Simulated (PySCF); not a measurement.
Basis and Hamiltonian dependence of the excitation energy of Pd⁺

Pd⁺ [Kr] 4d9 (2D) → Pd⁺ [Kr] 4d8 5s1 (4F). All values are computed (PySCF 2.14, energy differences of UHF-based or UKS calculations, no spin-orbit coupling). Values in eV.

| basis | Hamiltonian | functions | UHF | r2SCAN | PBE0 | MP2 (valence) | CCSD(T) (valence) | CCSD(T) (valence and next inner shell) |
| --- | --- | --- | --- | --- | --- | --- | --- | --- |
| aug-cc-pVDZ-PP with ECP28MDF | ECP | 54 | 2.360 | 2.606 | 2.967 | 3.219 | 3.075 | n/a |
| def2-TZVPPD with the def2 core potential (28 electrons) | ECP | 56 | 2.348 | 2.627 | 2.993 | 3.341 | 3.191 | 3.013 |
| ANO-RCC-VTZP | spin-free X2C | 68 | 2.483 | 3.018 | 3.295 | 3.529 | 3.358 | 3.246 |
| aug-cc-pwCVDZ-PP with ECP28MDF | ECP | 70 | 2.271 | 2.516 | 2.891 | 3.197 | 3.032 | 2.790 |
| x2c-TZVPPall | spin-free X2C | 79 | 2.346 | 2.820 | 3.105 | 3.344 | 3.183 | 3.050 |
| def2-QZVPPD with the def2 core potential (28 electrons) | ECP | 88 | 2.327 | 2.569 | 2.934 | 3.348 | 3.179 | n/a |
| aug-cc-pVTZ-PP with ECP28MDF | ECP | 88 | 2.291 | 2.524 | 2.896 | 3.280 | 3.114 | n/a |
| x2c-TZVPPall with one added diffuse shell each of s, p, d, f type | spin-free X2C | 95 | 2.347 | 2.820 | 3.105 | 3.347 | 3.178 | 3.049 |
| aug-cc-pVTZ-DK | spin-free X2C | 102 | 2.350 | 2.798 | 3.087 | 3.343 | 3.171 | n/a |
| aug-cc-pVTZ-PP with one added diffuse shell each of s, p, d, f, g type with ECP28MDF | ECP | 113 | 2.290 | 2.525 | 2.896 | 3.280 | n/a | n/a |
| x2c-QZVPPall | spin-free X2C | 118 | 2.344 | 2.797 | 3.090 | 3.353 | n/a | n/a |
| aug-cc-pwCVTZ-PP with ECP28MDF | ECP | 122 | 2.279 | 2.519 | 2.894 | 3.306 | n/a | n/a |
| x2c-QZVPPall with one added diffuse shell each of s, p, d, f, g type | spin-free X2C | 143 | 2.344 | 2.797 | 3.091 | 3.355 | n/a | n/a |

Frozen in the all-electron rows: valence and next inner shell: [Ar] 3d10; valence: [Kr]; with a core potential, the same shells as far as they lie outside it.

Reference for a calculation without spin-orbit coupling: 3.194 eV (measured, between term centres; NIST).
